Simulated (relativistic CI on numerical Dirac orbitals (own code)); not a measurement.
Level scheme of Kr25+

Computed by Dirac-Coulomb-Breit CI, KLI orbitals optimised for each configuration, model QED (radiative potential, 1s self-energy scaled to tabulated hydrogen-like ionisation energies), unscaled Slater integrals (own radial code, finite nucleus).

Configuration list (outside the closed core [Ne]): 3s, 3p, 3d, 4s, 4p, 4d, 4f, 5s, 5p, 5d, 5f, 5g, 6s, 6p, 6d. Levels of other configurations are missing.

The lowest level is 3s ²S1/2, with 100 % of that term; Hund's rules for 3s give ²S with J = 1/2, in agreement.

| No. | Configuration | Term | J | E (eV) | % | Lifetime (s) |
| --- | --- | --- | --- | --- | --- | --- |
| 1 | 3s | ²S | 1/2 | 0.000 | 100 |  |
| 2 | 3p | ²P° | 1/2 | 56.464 | 100 | 8.43e-11 |
| 3 | 3p | ²P° | 3/2 | 69.371 | 100 | 4.47e-11 |
| 4 | 3d | ²D | 3/2 | 144.532 | 100 | 2.61e-11 |
| 5 | 3d | ²D | 5/2 | 146.952 | 100 | 3.56e-11 |
| 6 | 4s | ²S | 1/2 | 556.714 | 100 | 5.73e-13 |
| 7 | 4p | ²P° | 1/2 | 579.710 | 100 | 5.43e-13 |
| 8 | 4p | ²P° | 3/2 | 584.864 | 100 | 6.02e-13 |
| 9 | 4d | ²D | 3/2 | 612.922 | 100 | 3.21e-13 |
| 10 | 4d | ²D | 5/2 | 613.996 | 100 | 3.17e-13 |
| 11 | 4f | ²F° | 5/2 | 627.745 | 100 | 1.46e-13 |
| 12 | 4f | ²F° | 7/2 | 628.173 | 100 | 1.46e-13 |
| 13 | 5s | ²S | 1/2 | 800.168 | 100 | 7.12e-13 |
| 14 | 5p | ²P° | 1/2 | 811.658 | 100 | 6.65e-13 |
| 15 | 5p | ²P° | 3/2 | 814.227 | 100 | 7.27e-13 |
| 16 | 5d | ²D | 3/2 | 827.868 | 100 | 4.23e-13 |
| 17 | 5d | ²D | 5/2 | 828.428 | 100 | 4.21e-13 |
| 18 | 5f | ²F° | 5/2 | 835.272 | 100 | 2.70e-13 |
| 19 | 5f | ²F° | 7/2 | 835.490 | 100 | 2.72e-13 |
| 20 | 5g | ²G | 7/2 | 836.257 | 100 | 5.09e-13 |
| 21 | 5g | ²G | 9/2 | 836.390 | 100 | 5.10e-13 |
| 22 | 6s | ²S | 1/2 | 928.219 | 100 | 9.85e-13 |
| 23 | 6p | ²P° | 1/2 | 934.756 | 100 | 9.13e-13 |
| 24 | 6p | ²P° | 3/2 | 936.218 | 100 | 9.91e-13 |
| 25 | 6d | ²D | 3/2 | 943.890 | 100 | 6.10e-13 |
| 26 | 6d | ²D | 5/2 | 944.217 | 100 | 6.11e-13 |

Energies count from the lowest computed level; ° marks odd parity; lifetimes are radiative, by E1, M1, E2, M2 decay to levels of this space only.

The mean weight of the leading LS term, summed over parents, in these 26 levels is 100 %, and that of the leading jj configuration (from the same eigenvectors) 100 %.

At this charge energies of transitions that change n are usually good to better than 1 %, and those within a shell (Δn = 0) to a few per cent.
